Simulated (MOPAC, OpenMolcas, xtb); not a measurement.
CH6GaN (SMILES [CH3][GaH][NH2]): the dipole moment, rung by rung

CH6GaN: 9 atoms, total charge 0, spin state singlet. As SMILES, `[CH3][GaH][NH2]`. The shape is that of a PBE0-D4/def2-TZVP optimisation.

Quantity: the dipole moment, in D. The values are calculated.

| level | kind | program | value (D) | CPU time |
| --- | --- | --- | --- | --- |
| PM7 | semi-empirical | MOPAC | 0.30 | under 2 s |
| GFN2-xTB | semi-empirical | xtb | 1.23 | under 2 s |
| HF/6-31G* (spherical functions) | Hartree–Fock | OpenMolcas | 0.68 | 13 s |
| SVWN5/6-31G* (spherical functions) | LDA | OpenMolcas | 1.19 | 30 s |
| revPBE/6-31G* (spherical functions) | GGA | OpenMolcas | 1.13 | 41 s |
| r2SCAN/6-31G* (spherical functions) | meta-GGA | OpenMolcas | 1.04 | 50 s |
| B3LYP/6-31G* (spherical functions) | global hybrid | OpenMolcas | 1.02 | 40 s |

All-electron rows without a relativistic Hamiltonian named are non-relativistic. The values span 0.30 to 1.23 D. Magnitudes only. Times are those of the runs behind each value, whatever else they computed, on shared processors of several kinds: orders of magnitude only.
